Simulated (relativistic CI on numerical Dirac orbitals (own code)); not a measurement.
How well does a small relativistic CI reproduce Sc2+?

Method of calculation: Dirac-Coulomb-Breit CI, separate exchange-only KLI orbitals for each configuration, model QED (radiative potential, 1s self-energy scaled to tabulated hydrogen-like ionisation energies), valence Slater integrals scaled by 0.85, P86 correlation energy added to each configuration (own radial code, finite nucleus).

Configuration list (outside the closed core [Ne] 3s2): 3p6 3d, 3p6 4s, 3p6 4p, 3p6 5s, 3p6 4d, 3p6 5p, 3p6 4f, 3p6 5d, 3p6 6s, 3p6 6p, 3p5 3d2, 3p6 5f, 3p6 5g, 3p6 6d. Levels of other configurations are missing.

```tsv
Configuration	Term (tabulated)	J	Measured (cm⁻¹)	Computed	Error	Purity (%)
3p6 3d	2D	3/2	0.0	0	0	100
3p6 3d	2D	5/2	197.6	163	-35	100
3p6 4s	2S	1/2	25539.3	27606	2067	100
3p6 5s	2S	1/2	114862.5	114606	-257	100
3p6 5p	2P°	1/2	128107.1	127999	-108	100
3p6 5p	2P°	3/2	128283.1	128158	-125	100
3p6 6s	2S	1/2	149194.0	148602	-592	100
3p6 6p	2P°	1/2	155489.8	155086	-404	100
3p6 6p	2P°	3/2	155575.2	155162	-413	100
```

Measured levels from Sugar and Corliss, J. Phys. Chem. Ref. Data 9, 473 (1980); pairs were made by configuration, J and term (by order where the table uses no LS term), so strongly mixed levels may be paired wrongly. Some J values or terms of the table were assigned by a fit.

Mean error by configuration (cm⁻¹): 3p6 3d -35; 3p6 4s 2067; 3p6 5s -257; 3p6 5p -116; 3p6 6s -592; 3p6 6p -408. Over the excited levels the mean absolute error is 500 cm⁻¹ (8 of the 8 excited levels that our extract of the source holds in range could be paired), and the median relative error of those above 1,000 cm⁻¹ is 0.26 %.
